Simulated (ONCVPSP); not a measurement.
# Li: from the effect back to the setting (ONCV)

Base potential:

ONCVPSP 4.0.1 input, shortened (lines: element, Z, core and valence counts, functional; n l f; lmax; l rc ep ncon nbas qcut; lloc lpopt rc5 dvloc0; l nproj debl; icmod fcfact rcfact), PBE, scalar-relativistic:

```
  Li 3.00    0    2        4      upf
    1    0    2.00
    2    0    1.00
    1
    0    1.15    0.00    4    8   10.80
    1    1.10    0.05    4    8    7.20
    4    5    1.05    0.00
    0    2    1.40
    1    2    3.60
    0    0.00    0.00
```

Cutoffs, loose and tight: the cutoffs (Ha) at which the residual kinetic energy of the hardest occupied pseudo-wave falls to 1 and 0.1 mHa per electron. They do not see the model core or the augmentation charge, which bear on the density cutoff. Test errors are all-electron minus pseudo excitation energies from the reference, over the configurations 1s2 2s0; 1s2 2s0.5; 1s2 2s0 2p1; 1s1 2s1; variants that change the core or the reference have their own tests.

Only the scale of all radii (base = 1) is moved:

| scale of all radii (base = 1) | cutoff, loose | cutoff, tight | bound ghosts | largest test error (meV) |
| --- | --- | --- | --- | --- |
| 0.8 | 49 Ha | 60 Ha | none | +528 |
| 0.87 | 46 Ha | 54 Ha | none | +631 |
| 0.95 | 42 Ha | 50 Ha | none | +773 |
| 1.02 | 40 Ha | 47 Ha | none | +893 |
| 1.09 | 37 Ha | 45 Ha | none | +1023 |
| 1.22 | 33 Ha | 40 Ha | none | +1290 |
| 1.31 | 29 Ha | 34 Ha | none | +1611 |

Question: One more run gave cutoff, loose: 36 Ha; cutoff, tight: 43 Ha; bound ghosts: none; largest test error (meV): +1118. Which value of the scale of all radii (base = 1) was used?

Answer: 1.16. The loose cutoff moves one way along this sweep, from 49 Ha at 0.8 to 29 Ha at 1.31, which places the run between 1.09 and 1.22.
